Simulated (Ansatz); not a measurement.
Born–Oppenheimer molecular dynamics of ClH$_{3}$OSn (6 atoms, charge 0, multiplicity 1). It starts from a relaxed structure.

The calculation used RKS PBE-D4/def2-SVP in Ansatz.

```yaml
ensemble: NVT, Nosé–Hoover chain
time_step: 0.5 fs
steps_asked: 100
set_temperature: 300 K
thermostat: time constant 100 fs, chain length 3 (defaults)
seed: 732699
```

First frame:

```xyz
6
Properties=species:S:1:pos:R:3
Sn -0.001 0.020 -0.043
O 0.039 -0.102 1.955
H -0.868 -0.149 2.315
H 1.656 -0.054 -0.485
H -0.937 1.370 -0.577
Cl -1.113 -1.913 -0.870
```

Q: How far do the bonds stretch over the last three quarters of this one trajectory? (Pairs bonded in most of those frames.)

A: 
```tsv
bond	mean (Å)	spread (Å)	shortest	longest
Sn1–O2	2.004	0.007	2.00	2.01
Sn1–H4	1.727	0.052	1.65	1.80
Sn1–H5	1.729	0.011	1.71	1.74
Sn1–Cl6	2.357	0.017	2.34	2.39
O2–H3	0.979	0.005	0.97	0.99
```

Mean temperature of the second half: 185 K. The conserved energy stayed within 0.054 meV per atom of its start (net change 0.053 meV per atom), so the integration is sound. The mean temperature of the second half is 38 % below the set value. A run of 0.05 ps of so small a system gives no equilibrium averages.

Run time: 2.9 min on 1 thread of Arm Neoverse V2, on a shared host, peak memory 0.12 GiB.
